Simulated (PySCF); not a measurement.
C₄H₁₂Si₂.
Numbering: `[CH3:1][Si@@H:2]1[CH2:3][CH2:4][CH2:5][SiH2:6]1` (hydrogens: H7, H8, H9 on C1; H10 on Si2; H11, H12 on C3; H13, H14 on C4; H15, H16 on C5; H17, H18 on Si6)

The same species was optimised twice, with GFN2-xTB and with PBE0-D3(BJ)/def2-SVP (PySCF), and the same property calculations (PySCF, gas phase) were run on both structures.

| coordinate | GFN2-xTB | PBE0-D3(BJ)/def2-SVP | change |
| --- | --- | --- | --- |
| Si2–Si6 (Å) | 2.317 | 2.348 | +0.031 |
| C1–Si2 (Å) | 1.903 | 1.883 | -0.020 |
| Si2–C3 (Å) | 1.919 | 1.910 | -0.009 |
| C4–C5 (Å) | 1.530 | 1.536 | +0.006 |
| C3–C4 (Å) | 1.529 | 1.536 | +0.007 |
| C5–Si6 (Å) | 1.915 | 1.910 | -0.005 |
| C1–Si2–C3 (°) | 110.9 | 113.2 | +2.3 |
| Si2–C3–C4 (°) | 108.7 | 109.6 | +0.9 |
| C3–Si2–Si6 (°) | 93.4 | 92.7 | -0.7 |
| C1–Si2–Si6 (°) | 118.1 | 117.6 | -0.5 |
| C3–C4–C5 (°) | 111.6 | 112.0 | +0.4 |
| C4–C5–Si6 (°) | 109.1 | 108.8 | -0.3 |
| Si2–Si6–C5 (°) | 92.9 | 93.3 | +0.4 |

Rotational constants: A = 3100, B = 1851, C = 1334 MHz (GFN2-xTB) against A = 3102, B = 1833, C = 1324 MHz (PBE0-D3(BJ)/def2-SVP). Point groups within 0.08 Å: C1 and C1.

On the GFN2-xTB structure: HOMO (eV) -7.46 [PBE0/pcSseg-1]; LUMO (eV) 0.15 [PBE0/pcSseg-1]; dipole (D) 0.77 [PBE0/pcSseg-1]; GIAO shielding of C1 (ppm) 192.4 [PBE0/pcSseg-1]; GIAO shielding of Si2 (ppm) 385.2 [PBE0/pcSseg-1]; GIAO shielding of C3 (ppm) 167.5 [PBE0/pcSseg-1]; GIAO shielding of C4 (ppm) 158.4 [PBE0/pcSseg-1]; GIAO shielding of C5 (ppm) 172.7 [PBE0/pcSseg-1]; GIAO shielding of Si6 (ppm) 424.6 [PBE0/pcSseg-1].

What do these properties become on the PBE0-D3(BJ)/def2-SVP structure?

| property | level | on GFN2-xTB | on PBE0-D3(BJ)/def2-SVP | change |
| --- | --- | --- | --- | --- |
| HOMO (eV) | PBE0/pcSseg-1 | -7.46 | -7.25 | +0.21 |
| LUMO (eV) | PBE0/pcSseg-1 | 0.15 | 0.34 | +0.19 |
| dipole (D) | PBE0/pcSseg-1 | 0.77 | 0.97 | +0.20 |
| energy, GFN2-xTB geometry as zero (kcal/mol) | PBE0/pcSseg-1 | 0.0 | -1.8 | -1.8 |
| GIAO shielding of C1 (ppm) | PBE0/pcSseg-1 | 192.4 | 190.4 | -2.0 |
| GIAO shielding of Si2 (ppm) | PBE0/pcSseg-1 | 385.2 | 383.7 | -1.5 |
| GIAO shielding of C3 (ppm) | PBE0/pcSseg-1 | 167.5 | 167.8 | +0.3 |
| GIAO shielding of C4 (ppm) | PBE0/pcSseg-1 | 158.4 | 157.4 | -1.0 |
| GIAO shielding of C5 (ppm) | PBE0/pcSseg-1 | 172.7 | 172.5 | -0.2 |
| GIAO shielding of Si6 (ppm) | PBE0/pcSseg-1 | 424.6 | 418.7 | -5.9 |

The heavy atoms differ by 0.019 Å rms after alignment. Among bonds between heavy atoms Si2–Si6 changes most (+0.031 Å). Changes are differences of the printed values. Neither structure is proved a minimum here.
